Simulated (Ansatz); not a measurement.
Al9P10H26⁺, a nanocrystal cut from wurtzite AlP (hydrogen-capped). The state is a singlet with charge 1. Geometry PBE-D4/def2-SVP; atoms count from 1.

```xyz
45

P    -2.9151    2.5958    1.2017
Al   -3.9674    0.9156    2.7198
P    -0.4917    3.5165   -1.8622
Al    1.8850    4.1177   -1.8340
Al   -1.3235    1.8083   -0.3902
P     0.4739    0.9383    0.9002
P    -2.5678   -0.9659    2.0381
Al   -0.2477   -0.7039    2.5658
P     2.9244    1.9018   -1.9764
Al    2.2136    0.1368   -0.5082
P     3.9170   -0.6359    0.9711
P     0.9913   -2.6476    1.9206
Al    3.3651   -2.5441    2.4845
P    -2.1285   -0.0482   -1.5940
Al   -3.1475   -1.6980   -0.1558
Al   -0.3201   -0.4526   -3.1749
P     1.2237   -1.6321   -1.7056
P    -1.7300   -3.6253   -0.5374
Al    0.6759   -3.5039   -0.2823
H    -2.2810    3.6663    1.9065
H    -3.8949    3.3467    0.4807
H    -3.5812    1.3827    4.1952
H    -5.4234    0.7228    2.0915
H    -1.1915    4.7131   -1.5014
H    -1.0463    3.3054   -3.1602
H     2.1052    4.4745   -0.2868
H     2.2525    4.9844   -3.1158
H     1.0265    2.0588    1.6007
H    -2.9982   -2.0333    2.8940
H     0.0554   -0.1633    4.0320
H     4.3111    2.1121   -1.6857
H     3.0416    1.3729   -3.2969
H     4.3914    0.5151    1.6745
H     5.0721   -0.9076    0.1738
H     0.4866   -3.6800    2.7787
H     3.5542   -1.9721    3.9617
H     4.1095   -3.7795    1.7979
H    -3.1984    0.5025   -2.3718
H    -4.6825   -1.9616   -0.4742
H     0.3682    1.0116   -3.3088
H    -0.7760   -1.3299   -4.4239
H     2.2838   -2.0887   -2.5546
H    -2.2029   -4.6838    0.3012
H    -2.0413   -4.1951   -1.8128
H     1.4290   -4.8473   -0.6763
```

Single mean-field runs in def2-TZVP are fitted with def2-universal-jkfit.

(1) Estimate the Mulliken populations of the heavy atoms from the PBE0/def2-TZVP orbitals of Ansatz.

(2) And the Mayer bond orders between bonded heavy atoms (over 0.3)?

## Answers

(1) 
```
atom  charge (e)
  P1       -0.21
 Al2        0.26
  P3       -0.22
 Al4        0.26
 Al5        0.31
  P6       -0.32
  P7       -0.36
 Al8        0.32
  P9       -0.22
Al10        0.31
 P11       -0.21
 P12       -0.36
Al13        0.26
 P14       -0.32
Al15        0.33
Al16        0.25
 P17       -0.32
 P18       -0.23
Al19        0.33
```
Mulliken values and Mayer orders depend strongly on the basis.

(2) P1–Al2 0.60 (2.50 Å); P1–Al5 0.85 (2.38 Å); Al2–P7 0.71 (2.44 Å); P3–Al4 0.68 (2.45 Å); P3–Al5 0.79 (2.40 Å); Al4–P9 0.68 (2.45 Å); Al5–P6 0.82 (2.38 Å); Al5–P14 0.89 (2.35 Å); P6–Al8 0.69 (2.45 Å); P6–Al10 0.82 (2.38 Å); P7–Al8 0.80 (2.39 Å); P7–Al15 0.82 (2.38 Å); Al8–P12 0.80 (2.39 Å); P9–Al10 0.79 (2.40 Å); Al10–P11 0.85 (2.38 Å); Al10–P17 0.89 (2.35 Å); P11–Al13 0.60 (2.50 Å); P12–Al13 0.71 (2.44 Å); P12–Al19 0.82 (2.38 Å); P14–Al15 0.75 (2.41 Å); P14–Al16 0.71 (2.44 Å); Al15–P18 0.74 (2.42 Å); Al16–P17 0.71 (2.44 Å); P17–Al19 0.75 (2.41 Å); P18–Al19 0.74 (2.42 Å).
